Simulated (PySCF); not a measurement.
## Dipole moment and polarisability across levels of theory

Compound: C₄H₅NSe.
Atom-mapped SMILES: `[NH2:1][c:2]1[cH:3][cH:4][se:5][cH:6]1` (hydrogens: H7, H8 on N1; H9 on C3; H10 on C4; H11 on C6)

Cartesian coordinates in Å at the PBE0-D3(BJ)/def2-SVP level; atoms count from 1:
```
atom  x, y, z in Å
N1    -1.794   -0.385    0.075
C2    -0.477    0.053    0.014
C3     0.605   -0.874   -0.188
C4     1.850   -0.321   -0.167
Se5    1.789    1.504    0.134
C6    -0.062    1.350    0.194
H7    -1.997   -1.189   -0.506
H8    -2.489    0.341   -0.047
H9     0.436   -1.943   -0.338
H10    2.799   -0.840   -0.298
H11   -0.693    2.221    0.367
```

PySCF, dipoles from the SCF density, polarisabilities from static response with core orbitals frozen. Isolated species at its PBE0-D3(BJ)/def2-SVP geometry, gas phase. The LDA/def2-SVPD calculation is non-relativistic and has no spin–orbit coupling, an omission that weighs most on selenium.

The anisotropy is √(½[(α1 − α2)² + (α2 − α3)² + (α3 − α1)²]).

```
              level  μ (D)  α (au)  anisotropy (au)
      LDA/def2-SVPD  1.776   82.98            47.37
      PBE/def2-SVPD  1.752   82.66            47.50
    B3LYP/def2-SVPD  1.723   81.04            45.97
     PBE0/def2-SVPD  1.784   80.14            45.34
BHandHLYP/def2-SVPD  1.779   78.67            44.00
CAM-B3LYP/def2-SVPD  1.733   79.68            44.84
  wB97X-D/def2-SVPD  1.763   80.05            44.56
  LC-wPBE/def2-SVPD  1.789   77.78            43.67
       HF/def2-SVPD  1.983   76.91            41.80
        PBE0/6-31G*  1.990   64.64            52.05
      PBE0/def2-SVP  1.852   66.17            49.14
   PBE0/aug-cc-pVDZ  1.782   82.06            45.13
     PBE0/def2-TZVP  1.857   76.18            47.69
    PBE0/def2-TZVPD  1.783   82.11            45.80
```

The dipole runs from 1.72 D (B3LYP/def2-SVPD) to 1.99 D (PBE0/6-31G*). No reference polarisability is at hand; against PBE0 in the largest diffuse basis at hand (def2-TZVPD) the other PBE0 rows deviate by 6-31G* -21%, def2-SVP -19%, def2-SVPD -2%, aug-cc-pVDZ 0%, def2-TZVP -7%. In one basis (def2-SVPD) the functionals order the polarisability from HF (lowest) to LDA (highest), a spread of 8%. With PBE0 the polarisability is 69.00 au without diffuse functions (mean of 6-31G*, def2-SVP and def2-TZVP) and 81.44 au with them (mean of def2-SVPD, aug-cc-pVDZ and def2-TZVPD).
